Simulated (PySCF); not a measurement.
Si(GeH3)2(H)2 (Ge₂H₈Si), SMILES [GeH3][SiH2][GeH3].

The structure is a stationary point at PBE0-D3(BJ)/def2-SVP.

All values below come from ωB97X/def2-TZVP (PySCF).

Isolated molecule, no solvent.

total energy: -4448.39706 hartree
highest occupied level: -10.11 eV
lowest empty level: 1.82 eV
orbital gap: 11.93 eV
dipole moment: 0.18 D
quadrupole, principal values (traceless, Buckingham form, about the centre of nuclear charge): -0.93, 0.03, 0.89 D·Å
mean static polarisability: 96.9 bohr³ (14.36 Å³)
polarisability, principal values: 81.9, 91.3, 117.6 bohr³
